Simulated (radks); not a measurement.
Q: The mean radii <r> (bohr) of the occupied orbitals of an atom or ion are listed with their occupations. Method: scalar-relativistic Kohn-Sham, PBE, spin-polarised, spherical densities, finite nucleus; Fermi nuclear charge, rms radius of each element as measured or else 0.836 A^(1/3) + 0.57 fm; computed with a radial shooting solver on a logarithmic mesh with Libxc functionals.

| orbital | occ. | <r> |
|---|---|---|
| 1s up | 1 | 0.02666 |
| 1s down | 1 | 0.02666 |
| 2s up | 1 | 0.1146 |
| 2s down | 1 | 0.1146 |
| 2p up | 3 | 0.1003 |
| 2p down | 3 | 0.1003 |
| 3s up | 1 | 0.3064 |
| 3s down | 1 | 0.3064 |
| 3p up | 3 | 0.3044 |
| 3p down | 3 | 0.3044 |
| 3d up | 5 | 0.2809 |
| 3d down | 5 | 0.2809 |
| 4s up | 1 | 0.7166 |
| 4s down | 1 | 0.7165 |
| 4p up | 3 | 0.7647 |
| 4p down | 3 | 0.7643 |
| 4d up | 5 | 0.8759 |
| 4d down | 5 | 0.8730 |
| 5s up | 1 | 1.787 |
| 5s down | 1 | 1.783 |
| 5p up | 3 | 2.084 |
| 5p down | 1 | 2.098 |

Name the element and its charge. Open shells, if any, are filled with parallel spins first.

A: Z = 54, xenon, charge +2: Xe2+ in [Kr] 4d10 5s2 5p4. The 1s radius gives Z: for a bare nucleus <r> = (2 gamma + 1)/(2Z) with gamma = sqrt(1 - (Z/c)^2), 0.02628 bohr for Z = 54, and screening makes it slightly larger (0.02666 here). The occupations add up to 52, and the charge is Z minus that.
